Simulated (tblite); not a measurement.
Compound: C6H5FS2.
Bonds: C1–C2, C2–S3 (double), C2–C4, C4–C5 (aromatic), C5–C6 (aromatic), C6–C7 (aromatic), C7–F8, C7–S9 (aromatic), C4–S9 (aromatic). Hydrogens: H10, H11, H12 on C1; H13 on C5; H14 on C6.

Computed with GFN2-xTB (tblite), gas phase: Langevin dynamics at 300 K from the optimised GFN2-xTB geometry, time step 0.5 fs, friction 0.01 fs⁻¹, 2000 steps.

Start geometry:
```
atom  x, y, z in Å
C1     -2.287    0.839   -0.270
C2     -1.328    0.150    0.641
S3     -1.786   -0.336    2.141
C4      0.003   -0.079    0.184
C5      1.035   -0.693    0.861
C6      2.229   -0.765    0.133
C7      2.090   -0.200   -1.100
F8      3.034   -0.106   -2.030
S9      0.519    0.430   -1.410
H10    -1.909    1.827   -0.535
H11    -2.402    0.271   -1.193
H12    -3.255    0.942    0.212
H13     0.914   -1.076    1.858
H14     3.143   -1.205    0.486
```

The statistics below take the 31 frames saved every 25 fs from 250 to 1000 fs; their kinetic temperature (all 3N coordinates) averages 259 K.

**Question.** Give the mean, spread and extremes of the bond lengths.

**Answer.** 
```json
{"bond": "C1–C2", "start (Å)": "1.491", "mean (Å)": "1.495", "standard deviation (Å)": "0.017", "shortest (Å)": "1.468", "longest (Å)": "1.532"}
{"bond": "C2=S3", "start (Å)": "1.642", "mean (Å)": "1.646", "standard deviation (Å)": "0.022", "shortest (Å)": "1.613", "longest (Å)": "1.712"}
{"bond": "C2–C4", "start (Å)": "1.426", "mean (Å)": "1.422", "standard deviation (Å)": "0.026", "shortest (Å)": "1.370", "longest (Å)": "1.474"}
{"bond": "C4–C5", "start (Å)": "1.378", "mean (Å)": "1.383", "standard deviation (Å)": "0.036", "shortest (Å)": "1.321", "longest (Å)": "1.474"}
{"bond": "C5–C6", "start (Å)": "1.400", "mean (Å)": "1.419", "standard deviation (Å)": "0.028", "shortest (Å)": "1.372", "longest (Å)": "1.477"}
{"bond": "C6–C7", "start (Å)": "1.363", "mean (Å)": "1.366", "standard deviation (Å)": "0.021", "shortest (Å)": "1.327", "longest (Å)": "1.431"}
{"bond": "C7–F8", "start (Å)": "1.329", "mean (Å)": "1.328", "standard deviation (Å)": "0.025", "shortest (Å)": "1.268", "longest (Å)": "1.390"}
{"bond": "C7–S9", "start (Å)": "1.721", "mean (Å)": "1.725", "standard deviation (Å)": "0.022", "shortest (Å)": "1.688", "longest (Å)": "1.802"}
{"bond": "C4–S9", "start (Å)": "1.752", "mean (Å)": "1.754", "standard deviation (Å)": "0.032", "shortest (Å)": "1.689", "longest (Å)": "1.848"}
{"bond": "C1–H10", "start (Å)": "1.091", "mean (Å)": "1.095", "standard deviation (Å)": "0.027", "shortest (Å)": "1.026", "longest (Å)": "1.145"}
{"bond": "C1–H11", "start (Å)": "1.090", "mean (Å)": "1.094", "standard deviation (Å)": "0.020", "shortest (Å)": "1.062", "longest (Å)": "1.126"}
{"bond": "C1–H12", "start (Å)": "1.087", "mean (Å)": "1.089", "standard deviation (Å)": "0.027", "shortest (Å)": "1.034", "longest (Å)": "1.144"}
{"bond": "C5–H13", "start (Å)": "1.075", "mean (Å)": "1.082", "standard deviation (Å)": "0.037", "shortest (Å)": "1.028", "longest (Å)": "1.171"}
{"bond": "C6–H14", "start (Å)": "1.074", "mean (Å)": "1.079", "standard deviation (Å)": "0.029", "shortest (Å)": "1.013", "longest (Å)": "1.144"}
```

**Question.** Give the same statistics for bond angles, one of each kind among heavy atoms.

**Answer.** 
```
   angle  start (°)  mean (°)  standard deviation (°)  smallest (°)  largest (°)
C1–C2–S3      121.0     120.6                     2.7         115.4        125.7
C1–C2–C4      118.6     119.4                     2.9         114.5        126.6
S3–C2–C4      120.4     119.7                     2.9         114.8        125.8
C2–C4–C5      127.8     127.0                     3.4         118.5        133.4
C2–C4–S9      121.3     121.7                     3.4         115.7        130.5
C5–C4–S9      110.8     110.9                     1.8         107.6        115.2
C4–C5–C6      113.9     113.5                     2.2         108.0        117.6
C5–C6–C7      111.3     111.0                     2.2         106.6        115.9
C6–C7–F8      126.2     125.2                     3.7         117.0        132.7
C6–C7–S9      114.0     114.0                     2.0         110.4        117.1
F8–C7–S9      119.8     120.4                     3.8         112.9        126.9
C4–S9–C7       89.9      90.2                     1.1          87.5         92.1
```

**Question.** Follow the torsion C1–C2–C4–C5 through every second one of these frames.

**Answer.** 
| t (fs) | C1–C2–C4–C5 (°) |
| --- | --- |
| 250 | -147 |
| 300 | -148 |
| 350 | -155 |
| 400 | -154 |
| 450 | -177 |
| 500 | 180 |
| 550 | -177 |
| 600 | 178 |
| 650 | -178 |
| 700 | 180 |
| 750 | -165 |
| 800 | 178 |
| 850 | -174 |
| 900 | -175 |
| 950 | -177 |
| 1000 | -175 |

Largest departure from the start value over all these frames: C1–C2–C4–C5 35° (start 180°).

**Question.** How widely does the potential energy scatter, against a harmonic estimate?

**Answer.** Mean 0.41 eV above the start, standard deviation 0.076 eV, range 0.28 to 0.57 eV. For 36 classical harmonic modes at 300 K the canonical values are 36kT/2 = 0.47 eV and kT·√(36/2) = 0.110 eV.

The run is classical and short, so these are rough statistics of one trajectory.

The cost below is that of the whole dynamics run. The run took 25 s of wall time on one thread, Arm Neoverse N1 (aarch64), no GPU, shared host, and the process peaked at 0.18 GiB of memory.
